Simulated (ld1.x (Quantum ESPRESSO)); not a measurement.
Cl: one change to an ultrasoft potential, before and after

ld1.x (Quantum ESPRESSO) 7.5 input, shortened:

```
&input
   title='Cl', zed=17., rel=1, dft='PZ', iswitch=3,
   config='[Ne] 3s1 3p6'
 /
 &inputp
   pseudotype=3, tm=.true., lloc=-1, rcloc=1.05,
   nlcc=.false.,
   which_augfun='PSQ', rmatch_augfun_nc=.true.
 /
4
3S  1  0   1.00   0.00  1.10  1.45  0.0
3S  1  0   0.00  -0.55  1.10  1.45  0.0
3P  2  1   6.00   0.00  0.95  1.10  0.0
3P  2  1   0.00   1.25  0.95  1.10  0.0
 &test
   configts(1)='3s1 3p6'
 /
```

Change: reference 3s2 3p5.

Cutoffs: the cutoffs (Ry, on a coarse ladder) from which the occupation-weighted sum of valence levels, in a spherical-Bessel basis at the reference potential, stays within 10 and 1 mRy of its value at 400 Ry; they do not see the model core or the augmentation charge, which bear on the density cutoff. Errors are all-electron minus pseudo energies relative to the spin-unpolarised reference configuration.

**Question.** What does the change do?

**Answer.** The potential gets softer (35 Ry and 70 Ry → 35 Ry and 55 Ry); neither file shows a bound ghost.

| quantity | base | changed |
| --- | --- | --- |
| cutoff, loose | 35 Ry | 35 Ry |
| cutoff, tight | 70 Ry | 55 Ry |
| loose cutoff by channel (10 mRy a level) | s 8 Ry, p 15 Ry | s 6 Ry, p 15 Ry |
| bound ghosts | none | none |
| largest error over its own tests, meV | +140 | +148 |
| s: phases at 1.60 bohr within 0.05 rad from the reference energy up to (Ry; the scan ends near 5) | to the end of the scan | to the end of the scan |
| p: phases at 1.60 bohr within 0.05 rad from the reference energy up to (Ry; the scan ends near 5) | 2.5 | 2.3 |
| lowest overlap eigenvalue by channel | s 0.38, p 0.75 | s 0.38, p 0.75 |
